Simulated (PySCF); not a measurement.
HfO2, multiplicity 1. Atoms are numbered in the order given.

```xyz
3

Hf     0.0000     0.0000    -0.1917
O      0.0000    -1.4459     0.8628
O      0.0000     1.4459     0.8628
```
Charge 0, spin multiplicity 1.

Geometry optimised at B3LYP-D3(BJ)/def2-TZVP. The spin state was assumed, not searched. The isomer is the one that the SMILES or the coordinates give; other isomers of the formula were not compared. The def2 effective core potentials stand for the cores of Hf; spin–orbit coupling is left out.

All values below come from M06-2X/def2-TZVPD (PySCF).

Mulliken values depend strongly on the basis, most of all with diffuse functions as here. ESP charges are fitted to the potential on shells at 1.4 to 2.0 van der Waals radii. Atomic charges (e):

| atom | Mulliken | ESP fit |
|---|---|---|
| Hf1 | 1.34 | 1.70 |
| O2 | -0.67 | -0.85 |
| O3 | -0.67 | -0.85 |
